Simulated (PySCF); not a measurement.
Cl₃FHNW, SMILES [NH]=[W]([F])([Cl])([Cl])[Cl], multiplicity 1.

The structure is a stationary point at PBE0-D3(BJ)/def2-SVP. The multiplicity is an assumed one; no other spin state was optimised. The structure was generated by enumeration; whether it is a known compound was not checked. The def2 effective core potentials stand for the cores of W; spin–orbit coupling is left out.

Two levels are set side by side: TDA-PBE/def2-SVPD (PySCF) and TDA-B3LYP/def2-SVPD (PySCF). Vertical, same geometry. The lowest singlet is HOMO→LUMO 92 % with PBE and HOMO→LUMO 90 % with the other functional; states are paired by order. Differences are taken from unrounded values.

```csv
quantity,TDA-PBE
lowest singlet excitation (eV),3.12
lowest triplet excitation (TDA) (eV),2.98
```

### Question
These are the TDA-PBE values. What does TDA-B3LYP give? (Estimate from the structure and the level; the computed values follow.)

### Answer

```json
[
 {"quantity": "lowest singlet excitation (eV)", "TDA-B3LYP": "3.45", "TDA-PBE minus TDA-B3LYP": "-0.34"},
 {"quantity": "lowest triplet excitation (TDA) (eV)", "TDA-B3LYP": "3.31", "TDA-PBE minus TDA-B3LYP": "-0.33"}
]
```

Functionals without exact exchange tend to place singlet excitations lower, as here. Differences between two approximate levels are no errors against the true value.

Rough cost on one machine, each run with all the roots and properties that it gave: TDA-B3LYP against TDA-PBE about 3 times.
